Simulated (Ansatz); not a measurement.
All values below come from frozen-core CCSD(T)/def2-SVP // B3LYP-D3(BJ)/def2-SVP (Ansatz, a quantum-chemistry and plane-wave program).

Ansatz 0.2 input:
```yaml
crystal:
  periodic: [false, false, false]
  atoms:
    - { symbol: C, position_ang: [2.952097, -0.004515, 0.863232] }
    - { symbol: C, position_ang: [1.63999, -0.361019, 0.924068] }
    - { symbol: C, position_ang: [0.694144, 0.172459, -0.012114] }
    - { symbol: C, position_ang: [-0.694143, -0.172458, 0.012105] }
    - { symbol: C, position_ang: [-1.249795, -1.076037, 0.976707] }
    - { symbol: C, position_ang: [-2.577424, -1.375374, 0.961921] }
    - { symbol: O, position_ang: [-3.422356, -0.850283, 0.059696] }
    - { symbol: C, position_ang: [-2.951443, 0.001731, -0.86548] }
    - { symbol: C, position_ang: [-1.639337, 0.358236, -0.926315] }
    - { symbol: C, position_ang: [1.249143, 1.078819, -0.974481] }
    - { symbol: C, position_ang: [2.576774, 1.378149, -0.9597] }
    - { symbol: O, position_ang: [3.42236, 0.850278, -0.059712] }
    - { symbol: H, position_ang: [3.733161, -0.363136, 1.533994] }
    - { symbol: H, position_ang: [1.349264, -1.060043, 1.706307] }
    - { symbol: H, position_ang: [-0.640781, -1.549244, 1.744973] }
    - { symbol: H, position_ang: [-3.078064, -2.049543, 1.657226] }
    - { symbol: H, position_ang: [-3.731869, 0.357623, -1.538436] }
    - { symbol: H, position_ang: [-1.348106, 1.055109, -1.710284] }
    - { symbol: H, position_ang: [0.639623, 1.554178, -1.741014] }
    - { symbol: H, position_ang: [3.076771, 2.05505, -1.652809] }
basis:
  gaussian: { orbitals: def2-SVP }
correlation:
  method: ccsd_t
total_charge: 1
magnetization:
  spin_polarized: true
  initial_magnetization: 1
```

Output:

```
Functional definition: HF
2138 factors; integrals over basis functions are off by at most 1.5e-3 eV
mean field evaluation 1: about -14480.3386 eV, gradient 3.3e1 eV
mean field evaluation 2: about -14480.3610 eV, gradient 3.3e1 eV
mean field evaluation 4: about -14486.6541 eV, gradient 5.6e0 eV
mean field evaluation 8: about -14486.8857 eV, gradient 4.5e-1 eV
mean field evaluation 16: about -14486.9192 eV, gradient 2.0e-6 eV
mean field evaluation 32: about -14486.9192 eV, gradient 4.2e-3 eV
mean field evaluation 64: about -14486.6248 eV, gradient 1.7e0 eV
mean field evaluation 96: about -14483.7109 eV, gradient 1.2e-1 eV
mean field -14486.91915399 eV, -532.3844593226 hartree, gradient 2.0e-6 eV, S^2 0.910882; 8 other end points of the search recorded, 0 dependent functions left out
determinant -14486.91915399 eV, -532.3844593226 hartree, with singles and doubles -14532.68417354 eV, -534.0662927706 hartree
determinant -14483.71035843 eV, -532.2665382608 hartree, with singles and doubles -14529.76495579 eV, -533.9590134967 hartree
12 core orbitals not correlated
reference -14486.91915399 eV, -532.3844593226 hartree; 30, 29 occupied and 166, 167 virtual orbitals, 2138 factors
second order -43.82424400 eV of doubles, -0.00000000 eV of singles
cycle   1  -45.76682113 eV  change   -1.8e-3 eV  update   4.3e-3
cycle   2  -45.76600384 eV  change    8.2e-4 eV  update   2.9e-3
cycle   3  -45.76444232 eV  change    1.6e-3 eV  update   2.0e-3
cycle   4  -45.76576639 eV  change   -1.3e-3 eV  update   5.6e-4
cycle   5  -45.76878667 eV  change   -3.0e-3 eV  update   2.7e-4
cycle   6  -45.76901087 eV  change   -2.2e-4 eV  update   6.4e-5
cycle   7  -45.76907399 eV  change   -6.3e-5 eV  update   2.9e-5
perturbative correction -1.99721056 eV, -0.0733961343 hartree
Total energy: -14534.68543854 eV, -534.1398379027 hartree
```

Cost: very roughly 60 core-minutes.
